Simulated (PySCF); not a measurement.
C3H10N (SMILES C[NH+](C)C), charge +1, singlet, at a GFN2-xTB geometry. Base run: PySCF with DF-HF/6-311G**.

Input for PySCF:
```python
from pyscf import gto, scf

mol = gto.M(
    atom='''
N    -0.001457   -0.000790    0.349071
C    -0.006831    1.403606   -0.098896
C     1.219405   -0.695183   -0.098525
C    -1.211296   -0.707730   -0.108702
H    -0.002470    1.441351   -1.187098
H     0.873397    1.924963    0.272714
H    -0.895476    1.915832    0.265308
H     1.254596   -0.710204   -1.186717
H     1.229226   -1.720741    0.265951
H     2.105741   -0.184277    0.273087
H    -1.237217   -0.723067   -1.197150
H    -2.105939   -0.206018    0.255454
H    -1.213580   -1.733351    0.255724
H    -0.005745   -0.003113    1.375966
''',
    basis='6-311g**',
    charge=1,
    spin=0,
    verbose=4,
    symmetry=True,
)

mf = scf.RHF(mol)
mf = mf.density_fit(auxbasis='def2-universal-jkfit')
mf.kernel()
mf.analyze()
```

The base run was repeated with changes; each row names its change, and settings that it needs were set with it.

```csv
change,ΔE vs base (mEh),point group used,SCF cycles
base,0.000,Cs,9
irrep_nelec = A':20 A":14,1167.9,Cs,36
irrep_nelec = A':24 A":10,988.2,Cs,22
symmetry = off,0.000,C1,9
```
